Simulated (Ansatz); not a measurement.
`CC(C)[Si]C(C)C` + H–F → `CC(C)[Si]F` + `CCC`  (ligand exchange at the Si–C bond)

Gas-phase electronic energies from Ansatz, PBE0-D4/def2-TZVP geometries. CBS: MP2 limit from def2 TZ/QZ plus the TZ coupled-cluster correction, frozen cores. This one scheme is used for every species. DFT in def2-TZVPP. B3LYP here is the variant with VWN-RPA as its local correlation; programs differ in this. HSE06 is defined as in plane-wave codes. One conformer a species, not always the lowest.

`CC(C)[Si]C(C)C`:

Cartesian coordinates in Å:
```
C 1.420 -0.535 1.448
C -0.050 -0.094 1.462
C -0.454 0.411 2.842
Si -0.129 1.283 0.140
C -0.005 0.288 -1.490
C -0.408 1.144 -2.689
C -0.621 -1.103 -1.568
H 1.680 -1.086 0.541
H 2.106 0.319 1.526
H 1.636 -1.182 2.305
H -0.675 -0.951 1.190
H 0.141 1.282 3.134
H -1.504 0.713 2.874
H -0.307 -0.360 3.607
H 1.099 0.179 -1.525
H -1.493 1.288 -2.719
H -0.118 0.672 -3.634
H 0.048 2.137 -2.653
H -0.239 -1.774 -0.795
H -0.417 -1.571 -2.538
H -1.709 -1.060 -1.458
```

H–F:

Cartesian coordinates in Å:
```
F 0.314 0.328 0.073
H -0.314 -0.328 -0.073
```

`CC(C)[Si]F`:

```xyz
12

C    -0.123   -0.144    1.325
C    -0.113   -0.565   -0.139
C     0.889    0.256   -0.962
Si   -1.774   -0.375   -1.044
F    -2.145    1.134   -0.577
H    -0.805   -0.755    1.925
H    -0.436    0.898    1.429
H     0.873   -0.237    1.770
H     0.165   -1.625   -0.216
H     1.910    0.097   -0.601
H     0.883   -0.009   -2.026
H     0.674    1.325   -0.885
```

`CCC`:

```xyz
11

C     0.712   -0.717    0.794
C     0.380    0.039   -0.482
C    -0.993    0.688   -0.437
H    -0.015   -1.513    0.980
H     0.698   -0.051    1.661
H     1.702   -1.176    0.744
H     1.141    0.806   -0.661
H     0.433   -0.644   -1.336
H    -1.216    1.227   -1.361
H    -1.064    1.401    0.389
H    -1.777   -0.061   -0.291
```

| level | ΔE (kcal/mol) | difference from CCSD(T)/CBS |
| --- | --- | --- |
| BLYP-D4 | -46.3 | -2.4 |
| BHLYP-D4 | -47.8 | -3.9 |
| revPBE | -47.9 | -4.0 |
| r2SCAN | -47.5 | -3.6 |
| B3LYP | -51.4 | -7.5 |
| HSE06 | -46.0 | -2.1 |
| BHLYP | -51.7 | -7.8 |
| RPA@PBE/def2-TZVPP | -44.5 | -0.6 |
| HF/CBS(def2) | -54.5 | -10.6 |
| CCSD/CBS(def2) | -45.5 | -1.6 |
| CCSD(T)/CBS | -43.9 | 0 |

Largest T1 diagnostic among the species: 0.012.

At CCSD(T), def2-SVP lies −1.2 kcal/mol from the extrapolated value and def2-TZVPP −0.1 kcal/mol. In def2-TZVPP, CCSD(T) changes the Hartree–Fock value by +9.9 kcal/mol (the triples alone add +1.5 kcal/mol) and MP2 by +10.9 kcal/mol. Leaving LDA and LC-ωPBE aside and taking each functional with its dispersion term where it has one, the values, not all of them listed here, spread over 7.5 kcal/mol, from B2PLYP to revPBE-D4. LDA lies +3.5 kcal/mol from PBE without D4.
